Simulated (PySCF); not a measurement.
Compound: C₆H₄NO₃ (doublet state).
Geometry (GFN2-xTB, Å), atoms numbered from 1 in this order:
```xyz
14
C6H4NO3 angstrom
C     -0.231    2.902   -0.139
C      0.092    1.686   -0.046
C     -0.199    0.186   -0.038
N     -1.045   -0.865   -0.135
C     -2.393   -0.754   -0.352
O     -2.992    0.277   -0.478
C      1.045    0.601    0.138
O      2.328    0.213    0.348
C      2.545   -1.099    0.437
O      1.711   -1.955    0.347
H     -1.002    3.608   -0.280
H     -0.610   -1.780   -0.034
H     -2.867   -1.750   -0.396
H      3.617   -1.271    0.607
```

The hyperfine couplings belong to this conformer and change with its torsions.

The species is `C(=O)NC1C(=[C]\[H])/C=1OC=O` [radical].

Level of theory: PySCF 2.14.0, UKS B3LYP, pcH-1 on C H N O, non-relativistic, mean-field spin-orbit, GIAO. Geometry: GFN2-xTB, one conformer, isolated molecule. A GFN2-xTB geometry isn't a minimum of the functional, and hyperfine couplings can be far from their values at a DFT geometry.

**Question.** Count the α and β electrons and give S(S+1).

**Answer.** 71 electrons with 2S = 1: 36 α and 35 β; S(S+1) = 0.75.

Mulliken spin populations, one withheld:

```tsv
atom	bound to	population
C1	C2, H11	+0.9532
C2	C1, C3, C7	?
C3	C2, N4, C7	+0.1367
N4	C3, C5, H12	+0.0016
C5	N4, O6, H13	-0.0008
O6	C5	-0.0026
C7	C3, O8, C2	+0.0688
O8	C7, C9	+0.0067
C9	O8, O10, H14	+0.0004
O10	C9	-0.0005
H11	C1	-0.0085
H12	N4	+0.0101
H13	C5	-0.0001
H14	C9	+0.0023
```

**Question.** What does C2 hold?

**Answer.** The populations add up to Nα − Nβ = 1, and the others sum to 1.1673, so C2 holds -0.167.

**Question.** Sum the populations by element and by sign.

**Answer.** Carbon +0.99, hydrogen 0.00, oxygen 0.00, nitrogen 0.00. The positive populations sum to 1.18, the negative ones to -0.18.

**Question.** With ⟨S²⟩ = 0.7588, find the sum of squared α–β overlaps and estimate the admixture of higher spin.

**Answer.** Σ|⟨iα|jβ⟩|² over occupied orbitals = Nβ − [⟨S²⟩ − S(S+1)] = 35 − 0.0088 = 34.9912. If the quartet state (S + 1) were the only admixture, its weight would be 0.0088/(2S + 2) = 0.29 %. For Kohn–Sham this describes the determinant of the orbitals, not the true wave function.

**Question.** What Fermi-contact NMR shifts do the couplings of C2, N4, C5, C9, H11, H12, H13 imply at 298 K (Curie law, g = gₑ)?

**Answer.** δ = a_FC·h·gₑ μB S(S+1)/(3 g_N μN kT), with k/h = 20836.6 MHz/K:

```tsv
nuclei	isotope	a_FC (MHz)	g_N	contact shift (ppm)
C2	13C	-28.43	1.4048	-2996
N4	14N	6.87	0.4038	+2518
C5	13C	2.60	1.4048	+274
C9	13C	2.13	1.4048	+224
H11	1H	-5.85	5.5857	-155
H12	1H	17.04	5.5857	+452
H13	1H	-0.31	5.5857	-8
```

All at the stated temperature.

β density exceeds α density at some nuclei, such as C2 (-0.0253) and H11 (-0.0013), spin density in bohr⁻³. In a single determinant that takes different orbitals for the two spins, that is spin polarisation.
